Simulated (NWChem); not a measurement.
Species: SnICl, singlet; SMILES [I][Sn][Cl]

Results from NWChem. Low-valent species are run as closed-shell singlets; no triplet was tried in these runs. The geometry was optimised at PBE0/def2-SVP. def2 effective core potentials on Sn, I; no spin-orbit coupling.

Question: Among these, which level gives the highest value of “orbital gap (eV)”?
(A) LC-wPBE (HJS exchange hole, range parameter 0.4 per bohr)/def2-SVP
(B) BLYP/def2-SVP
(C) B3LYP/def2-SVP
(D) PBE0/def2-SVP

Answer: A, LC-wPBE (HJS exchange hole, range parameter 0.4 per bohr)/def2-SVP. Values: BLYP/def2-SVP 2.45; B3LYP/def2-SVP 3.77; PBE0/def2-SVP 4.19; LC-wPBE (HJS exchange hole, range parameter 0.4 per bohr)/def2-SVP 8.49
